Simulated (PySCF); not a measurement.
Species: C7H7NO (charge -1 and doublet state).
Numbering: `[CH:1]1[CH-:2][N:3]=[CH:4][C:5]2=[C:6]1[CH2:7][O:8][CH2:9]2` (hydrogens: H10 on C1; H11 on C2; H12 on C4; H13, H14 on C7; H15, H16 on C9)

Geometry (GFN2-xTB, Å), atoms numbered from 1 in this order:
```xyz
16
C7H7NO angstrom
C      1.3562   -1.1175    0.1271
C      2.2821   -0.1957    0.5159
N      2.0871    1.1360    0.7064
C      0.7876    1.5673    0.4702
C     -0.2069    0.7304    0.0796
C      0.0265   -0.6495   -0.1116
C     -1.2337   -1.3100   -0.5345
O     -2.2229   -0.2755   -0.5868
C     -1.6536    0.9832   -0.2238
H      1.6100   -2.1655    0.0025
H      3.3088   -0.5129    0.7077
H      0.6260    2.6319    0.6230
H     -1.1801   -1.7866   -1.5371
H     -1.5912   -2.0936    0.1680
H     -2.2073    1.3804    0.6439
H     -1.7963    1.6865   -1.0620
```

Computed with PySCF, UKS B3LYP, pcH-1 on C H N O, non-relativistic, mean-field spin-orbit, GIAO. Whether the extra electron is bound in the gas phase wasn't checked; a finite basis holds it in any case. The geometry wasn't refined by DFT: couplings that depend on bond lengths, twists or pyramidal angles can differ widely from those at the functional's own minimum, by a factor of two or more for some ions and for spin on atoms past the first row. The SCF solution wasn't tested for stability.

Q: Give the principal g shifts and their parts.

A: 
```tsv
Δg (ppm)	1	2	3
relativistic mass correction	-176	-176	-176
gauge correction	-16	44	38
orbital Zeeman/spin–orbit	-18	1069	1556
total	-210	937	1417
```

So g = 2.00211, 2.00326, 2.00374 and g_iso = 2.00303; the tensor is rhombic: the two nearest values differ by 30 % of g3 − g1. Axes: g3 points within 10° of the C2–N3 bond.

Q: How much does each term add to the isotropic shift?

A: The orbital-Zeeman/spin–orbit term 869, the mass correction -176 and the gauge correction 22 ppm, for a total of 715 ppm. The orbital-Zeeman/spin–orbit term is the largest in size. The mass correction is the same along every axis, so the anisotropy comes from the other two: their spans along these axes are 60 (gauge) and 1573 ppm (orbital Zeeman/spin–orbit).

Q: At 9.532 GHz, how far is the centre of the isotropic spectrum from where a free electron (g = 2.002319) resonates?

A: B = hν/(g μB) with μB/h = 13.99624 MHz/mT gives 340.13 mT for the free electron and 340.00 mT at g_iso, 0.12 mT lower.

Q: What are the electron Larmor frequencies g μB B/h along the three axes at 330 mT?

A: 9.2473, 9.2526, 9.2548 GHz for g1, g2 and g3, a range of 7.5 MHz.

Q: In a frozen sample, at which fields do the three g values resonate at 9.5, 34, 94 and 263 GHz (hyperfine left aside), and which band first spreads them over more than twice a line width of 0.3 mT?

A: 
```json
{"band": "X", "GHz": "9.5", "B(g3) mT": "338.74", "B(g2) mT": "338.83", "B(g1) mT": "339.02", "spread mT": "0.28"}
{"band": "Q", "GHz": "34.0", "B(g3) mT": "1212.35", "B(g2) mT": "1212.64", "B(g1) mT": "1213.33", "spread mT": "0.99"}
{"band": "W", "GHz": "94.0", "B(g3) mT": "3351.78", "B(g2) mT": "3352.59", "B(g1) mT": "3354.51", "spread mT": "2.72"}
{"band": "J", "GHz": "263.0", "B(g3) mT": "9377.86", "B(g2) mT": "9380.11", "B(g1) mT": "9385.48", "spread mT": "7.62"}
```

The spread grows in proportion to the frequency. Q band is the first where it exceeds 0.6 mT.

The Mulliken spin populations are largest on C6 (+0.40), N3 (+0.33), C4 (+0.22) and C1 (+0.17). Four atoms exceed +0.15.

The HOMO–LUMO gaps are 2.22 eV among the α and 6.15 eV among the β orbitals.

The SMILES draws the unpaired electron on C1; the largest computed Mulliken spin population is on C6 (0.40 against 0.17).
